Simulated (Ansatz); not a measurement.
Basis-set extrapolation for `C[S+](C)[AlH3-]` (PBE0-D4/def2-TZVP geometry, frozen core, the Gaussian-basis code of Ansatz). Multiplicity 1, RHF reference.

```tsv
	def2-TZVPP	def2-QZVPP
HF	-720.465589	-720.488402
MP2 correlation	-0.642991	-0.688795
CCSD(T) correlation	-0.733843	not run
```

Energies in hartree. Use E(X) = E(∞) + A·exp(−7.88·√X) for Hartree–Fock and E(X) = E(∞) + B·X^(−2.97) for correlation, with X = 3 and 4, and add CCSD(T) minus MP2 of the smaller set to the MP2 limit.

Problem. What is the CCSD(T) energy at the basis-set limit?

Solution. HF limit: -720.488402 + (-0.022813) × 0.13774 = -720.49154. MP2 limit: -0.688795 + (-0.045804) × 0.74074 = -0.72272. Higher-order term: -0.733843 − (-0.642991) = -0.09085. Total: -721.30511 hartree, 277.5 kJ/mol below CCSD(T)/def2-TZVPP.
